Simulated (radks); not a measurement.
Q: The mean radii <r> (bohr) of the occupied orbitals of an atom or ion are listed with their occupations. All-electron calculation, scalar-relativistic Kohn-Sham, LDA (Slater exchange, Perdew-Wang correlation), spin-polarised, spherical densities, finite nucleus; Fermi nuclear charge, rms radius of each element as measured or else 0.836 A^(1/3) + 0.57 fm. Program: a radial shooting solver on a logarithmic mesh with Libxc functionals.

| orbital | occ. | <r> |
|---|---|---|
| 1s up | 1 | 0.02784 |
| 1s down | 1 | 0.02784 |
| 2s up | 1 | 0.1200 |
| 2s down | 1 | 0.1200 |
| 2p up | 3 | 0.1048 |
| 2p down | 3 | 0.1048 |
| 3s up | 1 | 0.3227 |
| 3s down | 1 | 0.3226 |
| 3p up | 3 | 0.3206 |
| 3p down | 3 | 0.3206 |
| 3d up | 5 | 0.2970 |
| 3d down | 5 | 0.2970 |
| 4s up | 1 | 0.7646 |
| 4s down | 1 | 0.7644 |
| 4p up | 3 | 0.8212 |
| 4p down | 3 | 0.8205 |
| 4d up | 5 | 0.9712 |
| 4d down | 5 | 0.9667 |
| 5s up | 1 | 1.971 |
| 5s down | 1 | 1.965 |
| 5p up | 2 | 2.324 |

Name the element and its charge. Open shells, if any, are filled with parallel spins first.

A: Z = 52, tellurium, charge +2: Te2+ in [Kr] 4d10 5s2 5p2. The 1s radius gives Z: for a bare nucleus <r> = (2 gamma + 1)/(2Z) with gamma = sqrt(1 - (Z/c)^2), 0.02741 bohr for Z = 52, and screening makes it slightly larger (0.02784 here). The occupations add up to 50, and the charge is Z minus that.
